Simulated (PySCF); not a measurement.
C5H12N2Si.
Numbering: `[CH2:1]=[CH:2][CH2:3][N:4]([SiH3:5])/[N:6]=[CH:7]/[CH3:8]` (hydrogens: H9, H10 on C1; H11 on C2; H12, H13 on C3; H14, H15, H16 on Si5; H17 on C7; H18, H19, H20 on C8)

Torsions of this conformer, `[CH2:1]=[CH:2][CH2:3][N:4]([SiH3:5])/[N:6]=[CH:7]/[CH3:8]`: C1–C2–C3–N4 -123°, C2–C3–N4–Si5 80°, C3–N4–N6–C7 171°.

The closed-shell ground state was solved at several levels (PySCF, density fitting, gas phase, non-relativistic). Isolated species at its PBE0-D3(BJ)/def2-SVP geometry (one conformer only).

```csv
level,basis functions,HOMO (eV),LUMO (eV),gap (eV),dipole (D)
CAM-B3LYP/pcSseg-1,203,-7.43,1.18,8.61,0.84
PBE0/pcSseg-1,203,-6.16,-0.01,6.15,0.78
```

**Question.** Estimate the row for wB97X-D/def2-SVPD, a basis of 260 functions; the other rows only guide the guess.

**Answer.** HOMO -7.96 eV, LUMO 1.67 eV, gap 9.63 eV, dipole 0.80 D.

**Question.** Over all these levels, which gives the widest orbital gap and which the narrowest?

**Answer.** wB97X-D/def2-SVPD (range-separated hybrid) has the widest, 9.63 eV, and PBE0/pcSseg-1 (global hybrid, 25 % exact exchange) the narrowest, 6.15 eV. Functional and basis both differ between the two, so the spread mixes both effects.

**Question.** How far do the dipole and the HOMO energy spread over the levels?

**Answer.** The dipole runs from 0.78 to 0.84 D (mean 0.81 D) and the HOMO from -7.96 to -6.16 eV.
